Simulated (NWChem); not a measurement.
## Correlation energy of CNO

SMILES: [N]=C=O
```xyz
3

N      0.0000     0.0000     1.2646
C      0.0000     0.0000     0.0391
O      0.0000     0.0000    -1.1358
```
Charge 0, spin multiplicity 2.

The numbers come from NWChem runs, not from measurements. Structure: optimised with UPBE0/def2-SVP, a minimum by its harmonic frequencies.

Basis set: 6-311G**. Each correlation energy counts from its own Hartree-Fock reference.

The correlated methods keep 3 core orbitals frozen. The Pople sets run with spherical d functions. The structure started from a generated list of species. The unpaired electrons of the parent sit in orbitals of symmetry b2 (C2v labels of the run); other states weren't searched. No SCF solution was tested for a lower state. Open-shell Hartree-Fock references start from PBE0 orbitals. No row is a measurement; the coupled-cluster row has its own basis-set and correlation limits.

Problem. One of these methods gave a correlation energy of -444.8 mHa. Which?
A) SCS-UMP2
B) CCSD[T] on UHF
C) CCSD on UHF
D) UMP2

Solution. D, UMP2. The others give -427.5 (SCS-UMP2), -460.8 (CCSD on UHF), -483.7 (CCSD[T] on UHF).
